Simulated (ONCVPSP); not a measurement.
**Logarithmic derivatives: bismuth, ONCV**

- Element: Bi
- Generator: ONCVPSP 4.0.1
- Type: optimised norm-conserving Vanderbilt (ONCV)
- Functional: PBE
- Relativity: scalar-relativistic
- Frozen core: [Xe] 4f14 5d10
- Valence charge: 5
- Reference configuration: 6s2 6p3
- Partial waves: 6s: rc 2.00 bohr, ncon 4, nbas 7, qcut 2.6 1/bohr, 2 projectors, debl 2.4 Ha; 6p: rc 2.50 bohr, ncon 3, nbas 7, qcut 3.1 1/bohr, 1 projector
- Local potential: polynomial inside 1.80 bohr (lpopt 5, dvloc0 0 Ha)
- Core correction: Teter function, parameters optimised by the program

The phase is arctan(r·R′/R) of the radial function R(r), unwrapped; energies in Ha, scanned from -2 to 5 Ha. A pole is an energy at which the radial function vanishes at the test radius. The pseudo phase is shifted by a multiple of π to meet the all-electron one at the reference energy, and phase errors are pseudo minus all-electron; the curves can meet again beyond the range given. Levels narrower than the energy grid can be missing from the lists of poles.

Question: For each channel, where are the poles, and over which energies does the pseudopotential scatter like the atom?

Answer:

| channel | radius (bohr) | reference energy (Ha) | poles, all-electron | poles, pseudo | unbroken range about the reference energy with phases within 0.05 rad | phase error 1 Ha above the reference energy (rad) |
| --- | --- | --- | --- | --- | --- | --- |
| s | 2.03 | -0.53 | 1.38 | 1.37 | below 4.2 | -0.001 |
| p | 2.54 | -0.17 | 1.04 | 0.49, 1.45 | below 0.3 | -3.012 |

Note: no bound ghost flagged; GHOST(+) flagged for p at 15.1 eV, s at 49.0 eV.

Phases in the p channel:

```tsv
E (Ha)	all-electron	pseudo
-1.98	1.280	1.273
-1.80	1.255	1.248
-1.62	1.223	1.215
-1.44	1.182	1.172
-1.26	1.126	1.114
-1.08	1.044	1.030
-0.90	0.917	0.899
-0.72	0.698	0.676
-0.54	0.298	0.276
-0.36	-0.305	-0.314
-0.18	-0.817	-0.817
0.00	-1.109	-1.113
0.18	-1.273	-1.292
0.36	-1.376	-1.429
0.54	-1.447	-1.705
0.72	-1.500	-4.418
0.90	-1.543	-4.575
1.08	-1.579	-4.636
1.26	-1.613	-4.678
1.44	-1.646	-4.711
1.62	-1.680	-4.741
1.80	-1.717	-4.769
1.98	-1.762	-4.798
2.16	-1.819	-4.830
2.34	-1.900	-4.867
2.52	-2.026	-4.914
2.70	-2.256	-4.978
2.88	-2.724	-5.076
3.06	-3.458	-5.251
3.24	-3.978	-5.628
3.42	-4.232	-6.405
3.60	-4.367	-7.083
3.78	-4.449	-7.386
3.96	-4.505	-7.533
4.14	-4.545	-7.617
4.32	-4.576	-7.672
4.50	-4.600	-7.712
4.68	-4.621	-7.742
4.86	-4.638	-7.766
```
